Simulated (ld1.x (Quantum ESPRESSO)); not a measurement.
**mercury, TM: configuration errors across variants**

mercury (Hg), norm-conserving Troullier–Martins (Kleinman–Bylander form), made with ld1.x (Quantum ESPRESSO) 7.5 (PBEsol, scalar-relativistic). Core [Xe], reference 4f14 5d10 6s0.5 6p0 (charge +1.5). Waves: 6s (bound): rc 1.65 bohr; 6p (bound, empty): rc 2.55 bohr; 4f (bound): rc 0.75 bohr; 5d (bound): rc 2.00 bohr. Local part: the d channel. Core correction: none.

All-electron excitation energies from the reference (eV): (1) 4f14 5d10 6s2 6p0 -19.167; (2) 4f14 5d10 6s1 6p0 -8.427; (3) 4f14 5d10 6s0 6p0 10.577; (4) 4f14 5d9 6s2 6p0 -3.626; (5) 4f14 5d9 6s0 6p0 46.131; (6) 4f14 5d9 6s2 6p1 -8.753; (7) 4f14 5d10 6s1.5 6p0 -14.785.

2 further variants failed, have other tests or another functional or relativity, and are left out.

A true bound ghost makes a file unfit for plane-wave use even where its test errors are small: the radial tests pick states by their node count and pass the ghost by.

Errors AE − PS in meV (a dash: test not solved or not reliable):

| change | (1) | (2) | (3) | (4) | (5) | (6) | (7) | bound ghosts |
| --- | --- | --- | --- | --- | --- | --- | --- | --- |
| base | +16 | +4.9 | -0.1 | -23 | -25 | -46 | +11 | s |
| wave 5d (bound): rc 2.00 bohr becomes 5d (bound): rc 1.42 bohr | +15 | +4.8 | -0.1 | -26 | -23 | -49 | +11 | s |
| core correction a·sin(br)/r model core inside 0.78 bohr | -4.8 | +1.2 | -5.4 | -55 | -70 | -90 | -0.5 | s |
| wave 4f (bound): rc 0.75 bohr becomes 4f (bound): rc 0.50 bohr | +16 | +4.9 | -0.1 | -23 | -25 | -47 | +11 | s |

**Question.** Give the same row for: wave 6s (bound): rc 1.65 bohr becomes 6s (bound): rc 2.48 bohr.

**Answer.** +9.5, +3.6, -2.3, -47, -23, -72, +7.1; bound ghosts: s.
